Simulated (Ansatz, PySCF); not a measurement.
diselenium (Se2), SMILES [Se]=[Se] (connectivity only; charge and spin as stated), neutral, multiplicity 3. Atoms are numbered in the order given.

```xyz
2

Se     0.0000     0.0000    -1.0816
Se     0.0000     0.0000     1.0816
```
Charge 0, spin multiplicity 3.

Coordinates come from a PBE0-D3(BJ)/def2-TZVP optimisation.

Two levels are set side by side: PBE-D3(BJ)/def2-TZVP (Ansatz, a quantum-chemistry and plane-wave program) and PBE0-D3(BJ)/def2-TZVP (Ansatz). Each level has its own optimised geometry; the coordinates shown are those of the second. Frequencies come from the Hessian of PySCF at each geometry. Differences are taken from unrounded values.

```json
[
 {"quantity": "bond Se1–Se2 (Å)", "PBE0-D3(BJ)": "2.163"},
 {"quantity": "highest harmonic wavenumber (cm⁻¹)", "PBE0-D3(BJ)": "407"},
 {"quantity": "mean harmonic wavenumber (cm⁻¹)", "PBE0-D3(BJ)": "407"},
 {"quantity": "zero-point energy (kcal/mol)", "PBE0-D3(BJ)": "0.58"}
]
```

What does PBE-D3(BJ) give, and how far is it from PBE0-D3(BJ)? (An estimate is asked for; the answer gives what the named calculation found.)


```json
[
 {"quantity": "bond Se1–Se2 (Å)", "PBE-D3(BJ)": "2.195", "PBE-D3(BJ) minus PBE0-D3(BJ)": "0.032"},
 {"quantity": "highest harmonic wavenumber (cm⁻¹)", "PBE-D3(BJ)": "378", "PBE-D3(BJ) minus PBE0-D3(BJ)": "-29"},
 {"quantity": "mean harmonic wavenumber (cm⁻¹)", "PBE-D3(BJ)": "378", "PBE-D3(BJ) minus PBE0-D3(BJ)": "-29"},
 {"quantity": "zero-point energy (kcal/mol)", "PBE-D3(BJ)": "0.54", "PBE-D3(BJ) minus PBE0-D3(BJ)": "-0.04"}
]
```
